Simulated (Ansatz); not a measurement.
This geometry of Cl3FH4OPTa (11 atoms, charge 0, multiplicity 1) is a first-order saddle point.

The calculation used RKS PBE/def2-SVP in Ansatz.

```xyz
11
Properties=species:S:1:pos:R:3
Ta -0.086 0.274 0.212
O 1.906 -0.462 0.379
H 2.110 -1.117 1.076
Cl -0.347 -0.191 2.507
F 0.578 1.113 -1.348
Cl -2.132 1.352 0.063
Cl -0.709 -1.779 -0.650
P 1.308 2.356 1.225
H 1.936 2.211 2.500
H 2.404 2.849 0.449
H 1.947 0.762 0.867
```

Task: Which two structures does it join? (They come from a converged band through this point; their orientation in space is the band's.)

Result: Bonds broken: P8–H11. Bonds formed: O2–H11.

First end point:

```xyz
11
Properties=species:S:1:pos:R:3
Ta 0.070 -0.085 0.148
O 1.724 -1.045 0.159
H 2.235 -1.501 0.850
Cl -0.065 -0.582 2.478
F 0.619 0.775 -1.455
Cl -1.571 1.612 0.487
Cl -1.338 -1.692 -0.736
P 1.558 2.057 1.163
H 1.078 2.692 2.347
H 1.665 3.202 0.315
H 2.939 1.935 1.524
```

Last end point:

```xyz
11
Properties=species:S:1:pos:R:3
Ta -0.170 0.466 0.338
O 2.052 -0.219 0.476
H 2.134 -1.198 0.490
Cl -0.354 -0.010 2.641
F 0.354 1.162 -1.344
Cl -2.363 1.119 0.094
Cl -0.145 -1.803 -0.355
P 0.978 2.610 1.155
H 1.742 2.293 2.329
H 2.089 2.791 0.263
H 2.597 0.158 1.194
```

Task: How far does it lie above each of them?

Result: 34.8 kcal/mol above the first and 17.2 kcal/mol above the second. This is the barrier of this one path; another mechanism may lie lower. The orbitals stay closed-shell, which can raise the energy where a bond breaks towards radicals; this wasn't checked here.

The run took 22 min on 4 threads of AMD EPYC 7571 (shared host), peak memory 0.31 GiB.
